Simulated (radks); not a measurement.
Spherical quantum dot in the effective-mass picture: electrons in a parabolic well V = omega^2 r^2 / 2 with omega = 0.782, all in effective atomic units (hartree* = m*/eps^2 hartree, bohr* = eps/m* bohr), one dielectric constant everywhere. Method: non-relativistic Kohn-Sham, PBE, spin-polarised, spherical densities; computed with a radial shooting solver with Libxc functionals. Levels are named by radial order and angular momentum (1s, 1p, 1d, 2s, ...), and open shells are averaged over m.

N = 19, configuration 1s2 1p6 1d10 2s(up 1, down 0). This is the lowest configuration that the search found. Occupied levels:

level,occupation,eigenvalue (hartree*),<r> (bohr*)
1s up,1,8.4601,1.927
1s down,1,8.4874,1.988
1p up,3,8.8070,2.417
1p down,3,8.8148,2.421
1d up,5,9.1982,2.742
1d down,5,9.2052,2.735
2s up,1,9.2813,2.330

Energy (hartree*): total 109.450, kinetic 12.242, external 40.737, Hartree 63.891, exchange-correlation -7.4201.
